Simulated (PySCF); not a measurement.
## Spectroscopy problems

[PySCF 2.14.0 with density-fitted response routines: GFN2-xTB geometry; PBE0/pcSseg-1 with gauge-including orbitals; a single conformation; non-relativistic Hamiltonian; in vacuum; equivalent nuclei averaged]

Shifts are taken against calculated references (same method and geometry level): ¹H (31.72 ppm) and ¹³C (186.93 ppm) against TMS. Where no couplings were computed, multiplicities follow the n + 1 count of equivalent neighbours, and m marks all less simple cases (inequivalent or close neighbours, rings, F or P nearby). Shifts are as computed. Against solution values, carbons near 30 ppm lie about +3 ppm off and those near 130 ppm about +5 ppm. Of 1313 compounds with measured shifts, 239 miss one by over three times the rms of a fit or turn the order of signals round; such compounds aren't used in these exercises.

Problem. C$_{5}$H$_{6}$N$_{2}$. ¹H NMR (300 MHz, computed): δ 9.40 (s, 1H), 8.87 (s, 2H), 2.38 (s, 3H). ¹³C{¹H} NMR (computed): δ 163.0 (CH), 162.9 (CH), 136.2 (C), 17.9 (CH3). Identify the compound.

Solution. `InChI=1S/C5H6N2/c1-5-2-6-4-7-3-5/h2-4H,1H3`. The formula gives 4 degrees of unsaturation (1 ring in the answer). 4 carbon signals for 5 carbons: some carbons are equivalent by symmetry or fast rotation. Carbon types of the structure: 1 × C, 3 × CH, 1 × CH3, which accounts for all hydrogens. δC 163.0: aromatic CH next to a ring nitrogen; the adjacent pyridine-type nitrogen withdraws density from it. δC 162.9: aromatic CH between two ring heteroatoms. δH 9.40: hydrogen on an aromatic CH between two ring heteroatoms; aromatic region. δH 8.87: hydrogen on an aromatic CH next to a ring nitrogen; ring current plus the neighbouring ring nitrogen.

This is the structure that produced the data.

Problem. CH$_{9}$ClSi$_{4}$. ¹H NMR (500 MHz, computed): δ 6.29 (m, 1H), 4.91 (m, 1H), 4.29 (m, 1H), 4.22 (m, 1H), 4.00 (m, 1H), 3.96 (m, 1H), 0.56 (d, 3H). ¹³C{¹H} NMR (computed): δ -6.8. Give a structure.

Solution. `C[Si@@H]1[SiH2][SiH2][Si@@H]1Cl`. Rings plus π bonds: 1 (1 ring in the answer). Carbon types of the structure: 1 × CH3, leaving 6 H on heteroatoms. δC -6.8: methyl carbon bonded to Si; an electropositive neighbour leaves it electron-rich and shielded. δH 6.29: hydrogen on a silicon bonded to Cl, 2 Si, in a 4-membered ring. δH 4.29, 4.22, 4.00, 3.96: hydrogen on a silicon bonded to 2 Si, in a 4-membered ring. δH 0.56: hydrogen on a methyl carbon bonded to Si; an electropositive neighbour shields it, as in TMS itself.

The data come from this structure; uniqueness wasn't tested.
